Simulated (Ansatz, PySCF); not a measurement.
CH3FO2Si, SMILES O=C(O)[SiH2]F. Atoms are numbered in the order given.

```xyz
8

O      1.3430     0.2402    -1.4212
C      0.8582    -0.0223    -0.3493
O      1.5752    -0.2255     0.7557
Si    -1.0449    -0.1597    -0.2057
F     -1.5152    -0.5163     1.3050
H      2.5127    -0.1202     0.5126
H     -1.6089     1.1583    -0.5914
H     -1.4750    -1.2491    -1.1179
```

Coordinates come from a PBE0-D3(BJ)/def2-SVP optimisation. This is a generated structure with no PubChem entry under its InChIKey; it may be hypothetical. One conformer was computed; it need not be the lowest.

Two levels are set side by side: PBE-D3(BJ)/def2-SVP (Ansatz, a first-principles code) and PBE0-D3(BJ)/def2-SVP (Ansatz). Each level has its own optimised geometry; the coordinates shown are those of the second. Frequencies come from the Hessian of PySCF at each geometry. Differences are taken from unrounded values.

```csv
quantity,PBE0-D3(BJ)
mean bond length (Å),1.431
bond O1–C2 (Å),1.205
bond C2–O3 (Å),1.333
bond C2–Si4 (Å),1.913
bond Si4–F5 (Å),1.622
bond O3–H6 (Å),0.974
bond Si4–H7 (Å),1.485
bond Si4–H8 (Å),1.485
highest harmonic wavenumber (cm⁻¹),3735
mean harmonic wavenumber (cm⁻¹),1091
zero-point energy (kcal/mol),28.07
```

Task: What does PBE-D3(BJ) give, and how far is it from PBE0-D3(BJ)? (The exact figures need the calculation; the answer reports its results.)

Result: 
| quantity | PBE-D3(BJ) | PBE-D3(BJ) minus PBE0-D3(BJ) |
|---|---|---|
| mean bond length (Å) | 1.444 | 0.013 |
| bond O1–C2 (Å) | 1.219 | 0.014 |
| bond C2–O3 (Å) | 1.350 | 0.017 |
| bond C2–Si4 (Å) | 1.922 | 0.009 |
| bond Si4–F5 (Å) | 1.638 | 0.016 |
| bond O3–H6 (Å) | 0.988 | 0.013 |
| bond Si4–H7 (Å) | 1.497 | 0.012 |
| bond Si4–H8 (Å) | 1.497 | 0.012 |
| highest harmonic wavenumber (cm⁻¹) | 3537 | -199 |
| mean harmonic wavenumber (cm⁻¹) | 1044 | -47 |
| zero-point energy (kcal/mol) | 26.86 | -1.21 |

GGA bonds tend to be longer and softer than those of functionals with exact exchange. Differences between two approximate levels are no errors against the true value.
